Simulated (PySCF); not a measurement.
**Simulated absorption spectrum**

C8H9OP.
SMILES: `c1ccc([C@H]2C[P@H]2=O)cc1`

Theory: TDDFT wB97X-D/def2-SVPD, vertical, gas phase, core orbitals frozen in the response (PySCF 2.14.0, density-fitted response routines). One conformer (not necessarily the lowest) at the PBE0-D3(BJ)/def2-SVP geometry, without solvent, vibrations or thermal averaging. Torsions of this conformer, `[O:1]=[P@@H:2]1[CH2:3][C@@H:4]1[c:5]1[cH:6][cH:7][cH:8][cH:9][cH:10]1`: C3–C4–C5–C6 -54°.

Broadening: Gaussians 0.5 eV wide at half height, area fixed by f = 4.319×10⁻⁹ ∫ε dν̃. The width is an assumption, not a result. The curve ends short of the highest state used, and states not computed would add to its high-energy end.

λ (nm), ε (L mol⁻¹ cm⁻¹) and a bar:
```
    186.2      45153 ##############################
    188.6      35058 #######################
    191.0      23949 ################
    193.5      14312 ##########
    195.9       8191 #####
    198.3       5055 ###
    200.8       4220 ###
    203.2       4923 ###
    205.6       6343 ####
    208.1       7872 #####
    210.5       8848 ######
    212.9       9038 ######
    215.4       8375 ######
    217.8       7127 #####
    220.2       5599 ####
    222.7       4033 ###
    225.1       2762 ##
    227.5       1800 #
    230.0       1113 #
    232.4        695 
    234.8        440 
    237.3        284 
    239.7        193 
    242.1        135 
    244.6         94 
    247.0         66 
    249.4         45 
    251.9         29 
    254.3         19 
    256.7         12 
    259.2          7 
    261.6          4 
    264.0          2 
    266.5          1 
    268.9          1 
    271.3          0
```

Task: Locate the maxima and give the states behind the curve.

Result: 212 nm (5.84 eV), ε about 9100, made up of S2 (99%) (ε in L mol⁻¹ cm⁻¹; maxima over ε = 5, shares over 10%). At its high-energy end, 6.66 eV, the curve is still rising (ε about 45000, from S5 and S6). The states used: S1 5.32 eV (f 0.0030); S2 5.84 eV (f 0.167); S3 6.11 eV (f 0.0016); S4 6.59 eV (f 0.044); S5 6.73 eV (f 0.264); S6 6.75 eV (f 0.504); S7 6.87 eV (f 0.104); S8 7.10 eV (f 0.188); S9 7.21 eV (f 0.025); S10 7.26 eV (f 0.054).

Task: Coming from long wavelengths, where does ε first pass 100 L mol⁻¹ cm⁻¹?

Result: At about 244 nm (5.08 eV), 0.24 eV below S1.

Task: On this curve, what absorbance would a 10⁻⁴ mol/L sample give at 248 nm over a 1 cm path?

Result: 248 nm is 4.999 eV, where ε is about 56 L mol⁻¹ cm⁻¹, so A = ε c l ≈ 0.0056 (Beer–Lambert, with the gas-phase spectrum and the assumed width).

Task: What would ε be at 5.84 eV, the highest of these maxima, with half the width (0.25 eV)?

Result: About 18000 L mol⁻¹ cm⁻¹ against 9070, a factor of about 1.99; a lone state at its own centre would give exactly 2.

All these states lie below the vertical ionisation energy of 8.67 eV (ΔSCF).

Time: 10 min of wall time; peak memory 1.4 GiB. Hardware: Arm Neoverse V2, one thread, no GPU, shared host.
